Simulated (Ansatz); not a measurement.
Ideal-gas functions of C$_{2}$H$_{5}$GaO, SMILES `C=C[O][GaH2]` at 800 K and 1 bar, from an Ansatz frequency run at PBE0-D4/def2-TZVP.

Molar mass 114.78 g/mol, point group C1 (symmetry number 1), electronic degeneracy 1, moments of inertia 32.026, 198.379, 225.022 u Å². Harmonic wavenumbers (cm⁻¹, unscaled): 121, 139, 198, 485, 545, 592, 617, 713, 745, 845, 995, 995, 1234, 1348, 1429, 1692, 2017, 2039, 3136, 3165, 3263.

Use S(trans) = R[1.5 ln M + 2.5 ln T − 1.1517]; rotational temperatures θ = 24.2544 K / I; S(rot) = R[ln(√π/σ · √(T³/θAθBθC)) + 1.5]; for each mode x = 1.438777 ν̃/T, S = R[x/(eˣ − 1) − ln(1 − e⁻ˣ)] and H = RT x/(eˣ − 1); 1 cm⁻¹ = 0.0119627 kJ/mol; R = 8.31446 J/(mol·K).

Task: By hand: the entropy, in J/(mol·K).

Result: Translation 188.5. Rotation: θ = 0.7573, 0.1223, 0.1078 K, giving 119.8. Vibration, mode by mode: 21.01, 19.86, 16.94, 9.71, 8.81, 8.18, 7.86, 6.79, 6.48, 5.59, 4.50, 4.50, 3.21, 2.73, 2.43, 1.67, 1.05, 1.01, 0.20, 0.19, 0.16, in all 132.9. Electronic 0.0. Sum 441.2 J/(mol·K).

Task: By hand: H − E and G − E in kJ/mol, counted from the electronic energy.

Result: Zero-point energy ½ × 26313 × 0.0119627 = 157.4; thermal vibration 54.3; translation, rotation and pV give 4 RT = 26.6. H − E = 238.3 kJ/mol, and G − E = 238.3 − 800 × 441.2/1000 = -114.7 kJ/mol.

Vibration gives 30 % of the entropy, 40.9 J/(mol·K) of it from the modes under 150 cm⁻¹: soft modes count most, and the harmonic formula is weakest for them. The sum counts one conformer and one mirror image; others add a mixing term.
